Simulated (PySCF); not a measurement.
## Spinor energies of Tc(39+) (technetium, charge +39)

Start: [He] 2s2. Calculated with PySCF 2.14 in an even-tempered Gaussian basis (17 s from 4.3 bohr⁻², ratio 2.6; 12 p from 5.6 bohr⁻², ratio 2.6; 7 d from 5.8 bohr⁻², ratio 2.8; 4 f from 110 bohr⁻², ratio 2.8): generalised Hartree-Fock with the X2C-1e Hamiltonian and a Gaussian nucleus; spin-orbit coupling (SO) screened by Boettger's factors.

```csv
spinor shell,electrons,"ε, screened SO (eV)",weight of nominal j (screened SO),"rms radius, screened SO (bohr)"
1s1/2,2,-24568.5,1.000,0.0391
2s1/2,2,-5835.4,1.000,0.151
```

```json
{"quantity": "E (hartree)", "screened SO": "-2303.88797"}
{"quantity": "M_J", "screened SO": "0"}
{"quantity": "⟨J²⟩", "screened SO": "0.000"}
{"quantity": "⟨L²⟩", "screened SO": "0.000"}
{"quantity": "⟨S²⟩", "screened SO": "0.000"}
```

Breit and QED terms are absent; they matter most for the inner s and p1/2 levels.

Densities and radii are taken from the X2C orbitals without a picture-change correction, which distorts them close to the nucleus.
